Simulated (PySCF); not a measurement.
Al(F)2(OH) (AlF₂HO), SMILES [OH][Al]([F])[F].

Geometry optimised at PBE0-D3(BJ)/def2-SVP. One conformer was computed; it need not be the lowest.

All values below come from TDA-LC-ωPBE/def2-SVPD in PySCF 2.14.0.

Vertical excitations. Isolated molecule, no solvent. State labels are in the subgroup Cs.

Computed UV-visible absorptions:
```
state  symmetry  energy (eV)  λ (nm)      f                                             main pairs
-----  --------  -----------  ------  -----  -----------------------------------------------------
S1           A"         7.85     158  0.059                                         HOMO→LUMO 84 %
S2           A'         8.26     150  0.053                                       HOMO−1→LUMO 82 %
S3           A'         9.43     131  0.048                                       HOMO−2→LUMO 77 %
S4           A"         9.56     130  0.000                                       HOMO−3→LUMO 79 %
S5           A"         9.75     127  0.003                                     HOMO−1→LUMO+1 92 %
S6           A"         9.86     126  0.036                     HOMO→LUMO+2 77 %, HOMO−5→LUMO 12 %
S7           A'         9.88     125  0.009  HOMO−4→LUMO 40 %, HOMO→LUMO+1 34 %, HOMO−1→LUMO+2 9 %
S8           A'        10.07     123  0.161                     HOMO→LUMO+1 43 %, HOMO−4→LUMO 36 %
S9           A"        10.23     121  0.172                     HOMO−5→LUMO 68 %, HOMO→LUMO+2 11 %
S10          A'        10.38     119  0.014                                     HOMO−1→LUMO+2 72 %
T1           A"         7.32     169      0                       HOMO→LUMO 78 %, HOMO→LUMO+3 15 %
T2           A'         7.75     160      0                   HOMO−1→LUMO 78 %, HOMO−1→LUMO+3 14 %
T3           A'         8.78     141      0                                       HOMO→LUMO+1 88 %
T4           A'         9.06     137      0                                       HOMO−2→LUMO 73 %
```
Triplets are in the Tamm–Dancoff approximation.
